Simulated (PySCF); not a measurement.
## Spin states of GeP

Unrestricted PBE0; Ge def2-SVP, P def2-SVP; no relativity (PySCF 2.14). Outer shells of the fragments: Ge 3d10 4s2 4p2; P 3s2 3p3.

Followed along the bond (rough minima from three points):

```json
{"2Ms+1": "2", "unpaired": "π ↑", "⟨S²⟩ at the start": "0.76", "R at minimum (Å)": "2.15", "Te (eV)": "0.00"}
{"2Ms+1": "2", "unpaired": "σ ↑", "⟨S²⟩ at the start": "0.77", "R at minimum (Å)": "2.05", "Te (eV)": "0.22"}
{"2Ms+1": "4", "unpaired": "π ↑↑↑", "⟨S²⟩ at the start": "3.76", "R at minimum (Å)": "none in the scan", "Te (eV)": "≤ 1.53"}
{"2Ms+1": "6", "unpaired": "σ ↑, π ↑↑↑↑", "⟨S²⟩ at the start": "8.75", "R at minimum (Å)": "none in the scan", "Te (eV)": "≤ 3.14"}
```

Solutions found at the starting distance of 2.225 Å, counted from the lowest of them; the search is not exhaustive and high or unbound solutions are not listed, so other states can lie among these:

```json
{"2Ms+1": "2", "unpaired": "π ↑", "term": "²Π", "E (eV)": "0.00", "⟨S²⟩": "0.76", "⟨Lz²⟩": "1.01", "μ (D)": "-1.34"}
{"2Ms+1": "2", "unpaired": "σ ↑", "term": "²Σ⁺", "E (eV)": "0.48", "⟨S²⟩": "0.77", "⟨Lz²⟩": "0.00", "μ (D)": "-1.74"}
{"2Ms+1": "4", "unpaired": "π ↑↑↑", "term": "⁴Π", "E (eV)": "1.73", "⟨S²⟩": "3.76", "⟨Lz²⟩": "1.00", "μ (D)": "0.18"}
{"2Ms+1": "4", "unpaired": "σ ↑, π ↑↑", "term": "mixed", "E (eV)": "1.98", "⟨S²⟩": "3.76", "⟨Lz²⟩": "2.01", "μ (D)": "-0.71"}
{"2Ms+1": "2", "unpaired": "π ↑↑↓", "term": "mixed", "E (eV)": "2.13", "⟨S²⟩": "1.76", "⟨Lz²⟩": "3.02", "μ (D)": "0.19"}
{"2Ms+1": "2", "unpaired": "σ ↓, π ↑↑", "term": "mixed", "E (eV)": "2.43", "⟨S²⟩": "1.77", "⟨Lz²⟩": "2.01", "μ (D)": "-0.64"}
```

A term symbol is given only where ⟨S²⟩ and ⟨Lz²⟩ are close to those of a pure state; real π, δ and φ orbitals otherwise mix terms. A positive dipole means Ge(−)P(+).

Question: Compare the gap between the two lowest followed solutions at the starting distance with the gap between their minima.

Answer: At PBE0 the second solution (doublet, unpaired electrons σ ↑) lies +0.48 eV from the first (doublet, unpaired electrons π ↑) at 2.225 Å and +0.22 eV at the minima; the two curves relax by different amounts, since their minima lie near 2.05 and 2.15 Å.

Spin–orbit coupling is left out. Counting both spins, an empty level lies below a filled one in some of these solutions, because spin and occupation are held.
